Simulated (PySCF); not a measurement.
Correlation energy of Xe³⁷⁺ (xenon, charge +37)

[Ne] 3s2 3p5, 2P determinant. Calculation: PySCF 2.14, in an even-tempered Gaussian basis (16 s from 6.2 bohr⁻², ratio 2.5; 10 p from 8.1 bohr⁻², ratio 2.5; 5 d from 37 bohr⁻², ratio 2.7; 4 f from 55 bohr⁻², ratio 2.7); no relativity, point nucleus. Frozen: 1s2; 15 electrons correlated; the 17 highest virtual orbitals of each spin left out.

MP2 pair energies summed by pair of shells (mhartree):

```
 pair   energy  share (%)
2p-2p  -183.91       31.7
3p-3p  -121.09       20.9
2p-3p   -99.43       17.2
3s-3p   -56.49        9.7
2s-2p   -52.47        9.1
2p-3s   -22.61        3.9
2s-3p   -19.18        3.3
2s-2s   -10.24        1.8
3s-3s    -7.94        1.4
2s-3s    -6.25        1.1
```

Total MP2 correlation energy: -579.62 mhartree.

At this charge a non-relativistic calculation is a model, useful for the Z dependence of the correlation energy.
